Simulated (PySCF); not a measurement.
C$_{3}$H$_{3}$ (SMILES [C]#CC), doublet, at a GFN2-xTB geometry; MP2/def2-SVP run with PySCF.

PySCF was given this input:
```python
from pyscf import gto, scf, mp

mol = gto.Mole()
mol.atom = '''
    C     0.00175930   -0.00079138    0.33446282
    C     0.00804284   -0.00361788    1.52903105
    C    -0.00590540    0.00265640   -1.12268107
    H     0.03996787    1.03022063   -1.47944750
    H     0.85747672   -0.55120368   -1.48748952
    H    -0.92082503   -0.46849982   -1.47793980
'''
mol.basis = 'def2-svp'
mol.spin = 1
mol.verbose = 4
mol.build()

mf = scf.UHF(mol)
mf.kernel()

pt = mp.MP2(mf)
pt.kernel()
print('E(MP2) = %.10f' % pt.e_tot)
```

Q: Write the output that PySCF gives for this input, abridged.

A: 
```
PySCF version 2.14.0

[INPUT] verbose = 4
[INPUT] num. atoms = 6
[INPUT] num. electrons = 21
[INPUT] charge = 0
[INPUT] spin (= nelec alpha-beta = 2S) = 1
[INPUT] symmetry False subgroup None
[INPUT] Mole.unit = angstrom
[INPUT] Symbol           X                Y                Z      unit          X                Y                Z       unit  Magmom
[INPUT]  1 C      0.001759300000  -0.000791380000   0.334462820000 AA    0.003324595171  -0.001495491460   0.632043128650 Bohr   0.0
[INPUT]  2 C      0.008042840000  -0.003617880000   1.529031050000 AA    0.015198764864  -0.006836802352   2.889449920456 Bohr   0.0
[INPUT]  3 C     -0.005905400000   0.002656400000  -1.122681070000 AA   -0.011159588656   0.005019868477  -2.121559747534 Bohr   0.0
[INPUT]  4 H      0.039967870000   1.030220630000  -1.479447500000 AA    0.075528328082   1.946834838577  -2.795750590672 Bohr   0.0
[INPUT]  5 H      0.857476720000  -0.551203680000  -1.487489520000 AA    1.620396158990  -1.041623994052  -2.810947805961 Bohr   0.0
[INPUT]  6 H     -0.920825030000  -0.468499820000  -1.477939800000 AA   -1.740107115344  -0.885336349208  -2.792901450594 Bohr   0.0

nuclear repulsion = 53.4043297043073
number of shells = 27
number of NR pGTOs = 93
number of NR cGTOs = 57
basis = def2-svp
ecp = {}

******** <class 'pyscf.scf.uhf.UHF'> ********
method = UHF
initial guess = minao
damping factor = 0
level_shift factor = 0
DIIS = <class 'pyscf.scf.diis.CDIIS'>
diis_start_cycle = 1
diis_space = 8
diis_damp = 0
SCF conv_tol = 1e-09
SCF conv_tol_grad = None
SCF max_cycles = 50
direct_scf = True
direct_scf_tol = 1e-13
number electrons alpha = 11  beta = 10
Set gradient conv threshold to 3.16228e-05
init E= -115.498515776436

cycle= 1 E= -115.022100131116  delta_E= 0.476  |g|= 0.269  |ddm|= 1.78
cycle= 2 E= -115.076780946429  delta_E= -0.0547  |g|= 0.132  |ddm|= 0.557
cycle= 3 E= -115.086876588374  delta_E= -0.0101  |g|= 0.0394  |ddm|= 0.193
cycle= 4 E= -115.088820186942  delta_E= -0.00194  |g|= 0.0111  |ddm|= 0.0973
cycle= 5 E= -115.089014983462  delta_E= -0.000195  |g|= 0.00508  |ddm|= 0.0376
cycle= 6 E= -115.08906384025  delta_E= -4.89e-05  |g|= 0.00271  |ddm|= 0.0146
cycle= 7 E= -115.089084462656  delta_E= -2.06e-05  |g|= 0.00174  |ddm|= 0.00746
cycle= 8 E= -115.089099178519  delta_E= -1.47e-05  |g|= 0.0011  |ddm|= 0.00826
cycle= 9 E= -115.089107722651  delta_E= -8.54e-06  |g|= 0.000553  |ddm|= 0.00849
cycle= 10 E= -115.089109568863  delta_E= -1.85e-06  |g|= 0.00028  |ddm|= 0.00378
cycle= 11 E= -115.089109993729  delta_E= -4.25e-07  |g|= 0.000113  |ddm|= 0.00176
cycle= 12 E= -115.089110048294  delta_E= -5.46e-08  |g|= 3.54e-05  |ddm|= 0.00059
cycle= 13 E= -115.089110052136  delta_E= -3.84e-09  |g|= 1.42e-05  |ddm|= 0.000143
cycle= 14 E= -115.089110052548  delta_E= -4.12e-10  |g|= 6.91e-06  |ddm|= 4.28e-05
Extra cycle  E= -115.089110052645  delta_E= -9.67e-11  |g|= 5.5e-06  |ddm|= 1.17e-05
converged SCF energy = -115.089110052645  <S^2> = 0.75550719  2S+1 = 2.0054996

******** <class 'pyscf.mp.ump2.UMP2'> ********
nocc = (np.int64(11), np.int64(10)), nmo = (57, 57)
E(UMP2) = -115.435839377422  E_corr = -0.346729324776861
E(SCS-UMP2) = -115.435338670241  E_corr = -0.346228617596308
E_corr(same-spin) = -0.0805921986183745
E_corr(oppo-spin) = -0.266137126158486
E(MP2) = -115.4358393774
```
